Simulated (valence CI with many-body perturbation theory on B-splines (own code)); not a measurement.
## W3+: electric-dipole lines

Method: valence CI with perturbative core correlation (CI+MBPT): three valence electrons over a frozen Dirac-Fock core [Xe] 4f14, radial functions for each j: 9 s, 9 p, 10 d, 8 f, 5 g, 3 h, 1 i, with the one-electron correlation potential Σ1, the two-electron term Σ2, the three-electron term Σ3, Breit, model QED; selected CI, second order for the rest, scaled by the run's own slope (own B-spline code, finite nucleus).

Against 58 measured levels this calculation errs by 1248 cm⁻¹ on average and by 2882 at most. These come from a selection out of J. Phys. B 45, 035001 (2012). Levels without a partner in it may be off by more, other configurations by 1,000 to 8,000 cm⁻¹. 6 measured levels below the end of the list, from 46088 cm⁻¹ on, found no clear computed partner, and computed levels of the same name lie up to 1334 cm⁻¹ from them.

Lines 51 to 100 of 237 in falling wavelength, among levels below 116356 cm⁻¹, chosen from the strongest by gf and those to the six lowest levels. Wavelengths and rates use the calculated energies, so an error of 1000 cm⁻¹ moves a line at 168.9 nm by 1.7 % and its rate by three times that or more. Electric multipoles are in the length gauge, E1 and E2 with the static RPA response of the core. Weak lines are less certain than strong ones. Lines between different terms over intervals too small for the method are left out, as are lines whose strength nearly cancels. Where a level lies close to another of its J and parity, the split of strength between their lines is uncertain. The highest levels of a list are the least certain.

Names give the largest LS component (configuration and term), which can be under half, so a name can repeat, a term be missing and a line seem to break the LS rules; names also repeat where a configuration has a term twice. Letters in brackets count levels of one name in rising energy.

```tsv
λ vac (nm)	λ from measured levels	Upper	Lower	A (s⁻¹)	S (a.u.) with core polarisation	S without
168.9	167.7	5d²6p ²F°_7/2 [a]	5d²6s ⁴F_9/2	1.13e+08	2.16e+00	2.63e+00
167.2	166.7	5d²6p ⁴G°_9/2 [a]	5d²6s ⁴F_7/2	2.12e+08	4.89e+00	5.97e+00
166.8		5d²6p ²G°_7/2 [a]	5d²6s ²F_5/2	2.19e+08	4.01e+00	4.79e+00
166.0	165.2	5d²6p ⁴S°_3/2	5d²6s ⁴P_5/2	1.40e+08	1.27e+00	1.55e+00
165.2	164.5	5d²6p ⁴D°_5/2 [b]	5d²6s ²F_7/2	2.21e+08	2.95e+00	3.53e+00
165.2	163.9	5d²6p ²P°_1/2	5d²6s ²D_3/2	2.40e+08	1.07e+00	1.29e+00
164.8	163.3	5d²6p ⁴D°_3/2 [c]	5d²6s ⁴P_3/2	1.19e+08	1.05e+00	1.28e+00
163.9	163.2	5d²6p ⁴F°_7/2	5d²6s ⁴F_7/2	1.13e+08	1.96e+00	2.40e+00
163.4	161.9	5d²6p ⁴D°_5/2 [b]	5d²6s ²D_3/2	1.05e+08	1.35e+00	1.63e+00
162.6	160.8	5d²6p ²G°_7/2 [b]	5d²6s ⁴P_5/2	1.14e+08	1.93e+00	2.30e+00
162.0		5d²6p ⁴G°_9/2 [b]	5d²6s ⁴F_9/2	9.09e+07	1.91e+00	2.33e+00
160.4		5d²6p ²F°_7/2 [b]	5d²6s ²F_5/2	1.55e+08	2.52e+00	3.05e+00
160.1		5d²6p ⁴D°_3/2 [c]	5d²6s ²F_5/2	2.04e+08	1.65e+00	1.98e+00
157.7		5d²6p ⁴F°_5/2 [b]	5d²6s ⁴F_5/2	1.63e+08	1.89e+00	2.28e+00
157.7	156.6	5d²6p ²F°_7/2 [a]	5d²6s ⁴F_7/2	7.99e+07	1.24e+00	1.50e+00
156.7	155.4	5d²6p ⁴S°_3/2	5d²6s ⁴P_1/2	1.33e+08	1.01e+00	1.23e+00
156.5	155.8	5d²6p ⁴D°_5/2 [a]	5d²6s ⁴F_7/2	1.60e+08	1.82e+00	2.21e+00
156.4	155.6	5d²6p ⁴D°_5/2 [b]	5d²6s ⁴P_5/2	1.43e+08	1.61e+00	1.95e+00
156.2		5d²6p ²F°_5/2 [b]	5d²6s ²F_5/2	5.91e+07	6.67e-01	8.00e-01
154.5		5d²6p ²G°_7/2 [b]	5d²6s ²F_5/2	6.85e+07	9.99e-01	1.16e+00
154.4	153.4	5d²6p ²P°_1/2	5d²6s ⁴P_3/2	4.68e+08	1.70e+00	2.06e+00
154.0	153.3	5d²6p ⁴F°_7/2	5d²6s ⁴F_5/2	1.32e+08	1.91e+00	2.30e+00
153.4		5d²6p ⁴D°_3/2 [a]	5d²6s ⁴F_5/2	9.06e+07	6.45e-01	7.81e-01
152.6		5d²6p ²F°_7/2 [b]	5d²6s ⁴F_9/2	8.35e+07	1.17e+00	1.42e+00
152.5	151.9	5d²6p ⁴P°_3/2	5d²6s ⁴P_3/2	1.64e+08	1.15e+00	1.39e+00
152.3	152.0	5d²6p ⁴D°_1/2 [a]	5d²6s ⁴F_3/2	3.08e+08	1.07e+00	1.30e+00
152.2	151.6	5d²6p ⁴G°_11/2	5d²6s ⁴F_9/2	1.01e+09	2.11e+01	2.54e+01
152.0		5d²6p ⁴F°_5/2 [b]	5d²6s ⁴F_3/2	3.86e+08	4.02e+00	4.85e+00
151.6		5d²6p ⁴G°_9/2 [b]	5d²6s ⁴F_7/2	6.91e+08	1.19e+01	1.43e+01
149.5	149.2	5d²6p ²H°_9/2	5d²6s ⁴F_9/2	2.64e+08	4.36e+00	5.28e+00
149.2		5d²6p ²D°_3/2	5d²6s ⁴F_3/2	5.26e+08	3.45e+00	4.16e+00
148.9		5d²6p ⁴D°_5/2 [b]	5d²6s ²F_5/2	9.11e+07	8.90e-01	1.06e+00
148.5	147.5	5d²6p ²F°_7/2 [a]	5d²6s ⁴F_5/2	3.69e+08	4.77e+00	5.70e+00
148.4	147.7	5d²6p ²G°_7/2 [a]	5d²6s ⁴F_7/2	2.39e+08	3.09e+00	3.72e+00
148.0		5d²6p ⁴D°_3/2 [a]	5d²6s ⁴F_3/2	1.46e+08	9.35e-01	1.13e+00
147.7	147.0	5d²6p ⁴P°_3/2	5d²6s ⁴P_1/2	4.55e+08	2.90e+00	3.49e+00
147.4	146.8	5d²6p ⁴D°_5/2 [a]	5d²6s ⁴F_5/2	2.19e+08	2.08e+00	2.50e+00
147.3	146.4	5d²6p ²G°_7/2 [b]	5d²6s ⁴F_9/2	1.39e+08	1.76e+00	2.14e+00
147.2	146.6	5d²6p ²G°_7/2 [b]	5d³ ²D_5/2 [b]	6.52e+07	8.20e-01	9.70e-01
145.3	145.2	5d²6p ⁴D°_3/2 [b]	5d²6s ⁴F_5/2	9.73e+07	5.89e-01	7.20e-01
143.4		5d²6p ²F°_7/2 [b]	5d²6s ⁴F_7/2	6.96e+07	8.10e-01	9.80e-01
142.4	141.8	5d²6p ⁴D°_5/2 [a]	5d²6s ⁴F_3/2	7.89e+07	6.75e-01	8.05e-01
140.7	140.4	5d²6p ²H°_9/2	5d²6s ⁴F_7/2	5.25e+07	7.21e-01	8.65e-01
140.6	140.9	5d²6p ⁴D°_1/2 [b]	5d²6s ⁴F_3/2	4.92e+08	1.35e+00	1.61e+00
140.3	139.6	5d²6p ²G°_7/2 [a]	5d²6s ⁴F_5/2	5.54e+07	6.04e-01	7.39e-01
140.0	139.6	5d²6p ²F°_5/2 [b]	5d²6s ⁴F_7/2	1.14e+08	9.27e-01	1.12e+00
140.0	139.5	5d²6p ²F°_5/2 [a]	5d²6s ⁴F_5/2	1.80e+08	1.46e+00	1.77e+00
138.7	138.0	5d²6p ²G°_7/2 [b]	5d²6s ⁴F_7/2	1.49e+08	1.57e+00	1.88e+00
135.5	135.4	5d²6p ⁴D°_3/2 [c]	5d²6s ⁴F_5/2	3.67e+08	1.80e+00	2.17e+00
134.1	134.1	5d²6p ⁴D°_5/2 [b]	5d²6s ⁴F_7/2	1.53e+08	1.09e+00	1.32e+00
```
